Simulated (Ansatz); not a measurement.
C2H3OSb, SMILES `C#C[O][SbH2]` at its PBE0-D4/def2-TZVP geometry, where that method's forces vanish. Total charge 0; spin multiplicity 1. Sb: def2 effective core potential.

```xyz
7

C     1.7643    0.2564   -0.5056
C     0.8378   -0.4844   -0.3085
O    -0.1397   -1.2901   -0.1031
Sb   -1.9172   -0.5631    0.5170
H     2.5949    0.8930   -0.6855
H    -1.2207    0.4634    1.6975
H    -1.9193    0.7248   -0.6118
```

Task: What forces (eV/Å) does ωB97M-V/def2-TZVPP give on these atoms in the Gaussian-basis code of Ansatz? (Estimate.)

Result: The calculation gave: 
```
C1  -0.136 -0.094  0.031
C2   0.585  0.448 -0.127
O3  -0.482 -0.274  0.115
Sb4  0.152  0.193 -0.024
H5  -0.061 -0.043  0.014
H6  -0.057 -0.104 -0.099
H7   0.000 -0.126  0.090
```
